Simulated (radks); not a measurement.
Values are calculated unless marked as measured or tabulated.
Valence configurations of the calcium ion Ca+ (all share [Ar]). Level of theory: non-relativistic Kohn-Sham, PBE, spin-polarised, spherical densities, point nucleus; open shells are filled with parallel spins first (a radial shooting solver on a logarithmic mesh with Libxc functionals). Energies are relative to 4s1; eigenvalues in eV for spin up.

valence,E (eV),moment (Bohr magnetons),e(3d),e(4p),e(4s)
4s1,0.000,1,-,-,-9.303
3d0.5 4s0.5,0.508,1,-7.163,-,-8.486
3d1,1.302,1,-5.992,-,-
4s0.5 4p0.5,1.517,1,-,-6.552,-9.580
4p1,3.024,1,-,-6.839,-

NIST lists [Ar] 4s1 as the ground configuration; this level of theory agrees among the configurations tried. The energies are those of spherical high-spin densities, not of single terms.
